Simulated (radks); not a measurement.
Results of a calculation; reference values are marked as such.
Task: Species: Se+. Configuration: [Ar] 3d10 4s2 4p(1/2: 2, 3/2: 1). Level of theory: Dirac Kohn-Sham, LDA (Slater exchange, Perdew-Wang correlation), spin-unpolarised, spherical densities, point nucleus (a radial shooting solver on a logarithmic mesh with Libxc functionals). Some entries of the table are withheld. Estimate them.

orbital,occ.,eigenvalue (eV),<r^2> (bohr^2)
1s1/2,2,(1),0.002623
2s1/2,2,(2),0.04535
2p1/2,2,-1450.789,0.03492
2p3/2,4,-1409.111,0.03638
3s1/2,2,-222.9516,0.3811
3p1/2,2,-166.9904,(3)
3p3/2,4,-161.1046,(4)
3d3/2,4,-64.2506,0.4933
3d5/2,6,-63.3532,0.5002
4s1/2,2,(5),3.466
4p1/2,2,-15.8179,5.071
4p3/2,1,-15.3636,5.256

Result: 
(1) 1s1/2 eigenvalue (eV): -12489.99
(2) 2s1/2 eigenvalue (eV): -1614.389
(3) 3p1/2 <r^2> (bohr^2): 0.3994
(4) 3p3/2 <r^2> (bohr^2): 0.4140
(5) 4s1/2 eigenvalue (eV): -26.9841
